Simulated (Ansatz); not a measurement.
C₂H₆Cl₂Si, charge +1, doublet, geometry from GFN2-xTB (a state made from the parent by changing its charge; the spin is typed, not shown lowest); PBE0-DH/def2-SV(P) in Ansatz (a program for electronic structure).

The Ansatz input:
Ansatz 0.2 input:
```yaml
crystal:
  periodic: [false, false, false]
  atoms:
    - {symbol: C, position_ang: [1.28326055, -1.61852252, -0.18269265]}
    - {symbol: Si, position_ang: [-0.01244605, -0.16470319, 0.02878020]}
    - {symbol: C, position_ang: [-1.50051811, -1.25652796, 0.68507829]}
    - {symbol: Cl, position_ang: [0.59275738, 1.10582814, 1.44024366]}
    - {symbol: Cl, position_ang: [-0.46164787, 0.62919309, -1.74342086]}
    - {symbol: H, position_ang: [0.91558411, -2.34745596, -0.89758167]}
    - {symbol: H, position_ang: [2.20061141, -1.16991748, -0.55367409]}
    - {symbol: H, position_ang: [1.46895957, -2.09730723, 0.77327666]}
    - {symbol: H, position_ang: [-2.33287650, -0.58039578, 0.85952341]}
    - {symbol: H, position_ang: [-1.77836292, -1.99714285, -0.05781342]}
    - {symbol: H, position_ang: [-1.22498746, -1.74699412, 1.61304491]}
basis:
  gaussian:
    orbitals: def2-SV_P_.json
hamiltonian:
  xc: {name: PBE0-DH}
total_charge: 1
magnetization: {spin_polarized: true, initial_magnetization: 1}
```
The basis file holds def2-SV(P) in the JSON format of the Basis Set Exchange.

What the program printed (banner, timings and long lists left out):

```
Functional definition: PBE0-DH
962 factors; integrals over basis functions are off by at most 7.1e-4 eV
mean field evaluation 1: about -35049.8242 eV, gradient 3.5e1 eV
mean field evaluation 2: about -35050.1438 eV, gradient 3.5e1 eV
mean field evaluation 4: about -35056.6447 eV, gradient 3.0e0 eV
mean field evaluation 8: about -35056.7901 eV, gradient 7.3e-1 eV
mean field evaluation 16: about -35056.8080 eV, gradient 1.0e-3 eV
mean field -35056.80799615 eV, -1288.3139315005 hartree, gradient 3.4e-6 eV, S^2 0.763133; 0 other end points of the search recorded, 0 dependent functions left out
17 core orbitals not correlated
reference -35056.80801168 eV, -1288.3139320712 hartree; 16, 15 occupied and 61, 62 virtual orbitals, 962 factors
second order -20.51328213 eV of doubles, -0.00000000 eV of singles
Total energy: -35059.37217194 eV, -1288.4081632229 hartree
```
